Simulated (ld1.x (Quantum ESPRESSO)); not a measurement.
# Before and after: PAW potential for Ar

ld1.x (Quantum ESPRESSO) 7.5 input, shortened:

```
&input
   title='Ar', zed=18., rel=1, dft='PZ', iswitch=3,
   config='[Ar] 3d-2'
 /
 &inputp
   pseudotype=3, lpaw=.true., tm=.true., lloc=-1, rcloc=0.70,
   nlcc=.false.,
   which_augfun='PSQ', rmatch_augfun_nc=.true.
 /
6
3S  1  0   2.00   0.00  1.00  1.05  0.0
3S  1  0   0.00  -1.25  1.00  1.05  0.0
3P  2  1   6.00   0.00  0.80  1.00  0.0
3P  2  1   0.00   0.40  0.80  1.00  0.0
3D  3  2  -2.00   0.35  0.90  0.95  0.0
3D  3  2  -2.00   2.15  0.90  0.95  0.0
 &test
   configts(1)='3s2 3p6'
 /
```

All-electron outer shells of the reference configuration (LDA (PZ), scalar-relativistic, ld1.x):

```json
{"shell": "2s", "level (eV)": "-295.98", "outermost node (bohr)": "0.12", "outermost maximum (bohr)": "0.34"}
{"shell": "2p", "level (eV)": "-229.89", "outermost node (bohr)": "–", "outermost maximum (bohr)": "0.28"}
{"shell": "3s", "level (eV)": "-24.26", "outermost node (bohr)": "0.52", "outermost maximum (bohr)": "1.17"}
{"shell": "3p", "level (eV)": "-10.39", "outermost node (bohr)": "0.49", "outermost maximum (bohr)": "1.28"}
```

Change: core correction a·sin(br)/r model core inside 0.86 bohr.

Cutoffs: the cutoffs (Ry, on a coarse ladder) from which the occupation-weighted sum of valence levels, in a spherical-Bessel basis at the reference potential, stays within 10 and 1 mRy of its value at 400 Ry; they do not see the model core or the augmentation charge, which bear on the density cutoff. Errors are all-electron minus pseudo energies relative to the spin-unpolarised reference configuration.

Question: Predict the effect on cutoff, ghosts and configuration errors.

Answer: The potential gets neither clearly harder nor softer (45 Ry and 100 Ry → 45 Ry and 100 Ry); both files keep a bound ghost (p, s); the errors of the 8 common tests hardly move. The default core radius of the base comes out at 0.72 bohr. A wider model core is smoother and lowers the density cutoff, which this test does not measure.

```tsv
quantity	base	changed
cutoff, loose	45 Ry	45 Ry
cutoff, tight	100 Ry	100 Ry
bound ghosts	s, p	s, p
error for 3s2 3p5, meV [ΔE 16.16 eV]	-2.6	-2.4
error for 3s2 3p4, meV [ΔE 44.89 eV]	-11	-10
error for 3s2 3p3, meV [ΔE 87.54 eV]	-36	-33
error for 3s2 3p2, meV [ΔE 145.26 eV]	-92	-87
error for 3s1 3p6, meV [ΔE 30.63 eV]	-3.4	-3.2
error for 3s2 3p5.5, meV [ΔE 6.60 eV]	-0.9	-0.9
error for 3s2 3p5 (spin-polarised), meV [ΔE 15.93 eV]	-2.9	-2.6
error for 3s2 3p4 (spin-polarised), meV [ΔE 43.85 eV]	-12	-11
s: phases at 1.15 bohr within 0.05 rad from the reference energy up to (Ry; the scan ends near 5)	to the end of the scan	to the end of the scan
p: phases at 1.15 bohr within 0.05 rad from the reference energy up to (Ry; the scan ends near 5)	to the end of the scan	to the end of the scan
d: phases at 1.15 bohr within 0.05 rad from the reference energy up to (Ry; the scan ends near 5)	to the end of the scan	to the end of the scan
lowest overlap eigenvalue by channel	s 0.53, p 0.75, d 0.90	s 0.53, p 0.75, d 0.90
```

 A true bound ghost makes a file unfit for plane-wave use even where its test errors are small: the radial tests pick states by their node count and pass the ghost by.
